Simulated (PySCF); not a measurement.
Isomers C$_{8}$H$_{8}$OSi:

A. SMILES C=CC[SiH2]C#CC#CC=O
B. `C1=CC(C2=CC=CO2)=C[SiH2]1`
C. SMILES C(#C[SiH2]C(=C)C)C#CC=O

Spectrum 1. ¹³C{¹H} NMR (computed): δ 181.1 (CH), 145.2 (C), 139.7 (CH2), 103.4 (C), 98.6 (C), 89.1 (C), 75.4 (C), 26.9 (CH3).

Spectrum 2. ¹³C{¹H} NMR (computed): δ 180.9 (CH), 142.4 (CH), 121.8 (CH2), 104.4 (C), 97.9 (C), 89.0 (C), 75.3 (C), 24.3 (CH2).

Spectrum 3. ¹³C{¹H} NMR (computed): δ 159.5 (C), 154.9 (C), 154.2 (CH), 148.8 (CH), 136.6 (CH), 121.6 (CH), 118.5 (CH), 114.9 (CH).

PySCF calculation with coordinates at the GFN2-xTB level and NMR shieldings at PBE0/pcSseg-1/GIAO; isolated molecule, one averaged value for each set of equivalent atoms, no relativistic terms, a single conformation.

δ = σ(ref) − σ, references computed at the same level: ¹³C vs TMS. Shifts are as computed. Against solution values, carbons near 30 ppm lie about +3 ppm off and those near 130 ppm about +5 ppm. Of 1309 compounds with measured shifts, 239 miss one by over three times the rms of a fit or turn the order of signals round; such compounds aren't used in these exercises.

**Question.** Match each spectrum to its structure.

**Answer.** 1–C, 2–A, 3–B.

- Spectrum 1 (C): 8 ¹³C signals; δC 181.1 is an aldehyde carbonyl carbon; δC 145.2 is a fully substituted alkene carbon.
- Spectrum 2 (A): 8 ¹³C signals; δC 180.9 is an aldehyde carbonyl carbon; δC 142.4 is an alkene CH.
- Spectrum 3 (B): 8 ¹³C signals; δC 154.9 is a fully substituted alkene carbon; δC 154.2 is an alkene CH.
